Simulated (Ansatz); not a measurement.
Species: C5H4O, SMILES `C#CC(=C)C=O` (C–C–C–O torsion 0°) (charge 0, multiplicity 1), formula C$_{5}$H$_{4}$O.

**Question.** How many basis functions does frozen-core CCSD(T)/cc-pVTZ // PBE0-D3(BJ)/def2-TZVP in Ansatz (a quantum-chemistry and plane-wave program) use, how many core orbitals are frozen, and how many electrons are correlated?

**Answer.** 236 basis functions and 6 frozen orbitals, which leaves 30 correlated electrons. Core time is of the order of minutes.
